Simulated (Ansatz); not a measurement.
Frontier orbitals of CH₃BOS, SMILES `OB1CS1`.

```xyz
7

O     1.6374   -0.4594   -0.6621
B     0.3282   -0.2736   -0.4469
C    -0.7784    0.2934    0.4446
S    -1.2470   -0.6026   -1.1442
H     2.1938   -0.0872    0.0272
H    -1.0301    1.3506    0.4366
H    -1.1039   -0.2212    1.3448
```

Charge 0, multiplicity 1. All single points use the PBE0-D4/def2-TZVP geometry. It is one conformer, not always the lowest. Basis def2-TZVPP, Ansatz.

Orbital energies of one run (eV). Highest occupied ones, from the top: -5.84, -6.51, -7.78, -9.02, -9.95, -10.79, -11.10, -14.10, -15.06, -19.71, -26.08, -154.49, -154.57, -154.71. Empty: -0.97, -0.68, -0.03, 0.91, 1.84, 1.95.

**Question.** Which functional gave them?
A. r2SCAN
B. CAM-B3LYP
C. LC-ωPBE
D. BLYP

**Answer.** D. HOMO energies: BLYP -5.84, r2SCAN -6.25, CAM-B3LYP -8.50, LC-ωPBE -9.90 eV.

LC-ωPBE has ω = 0.4 bohr⁻¹.
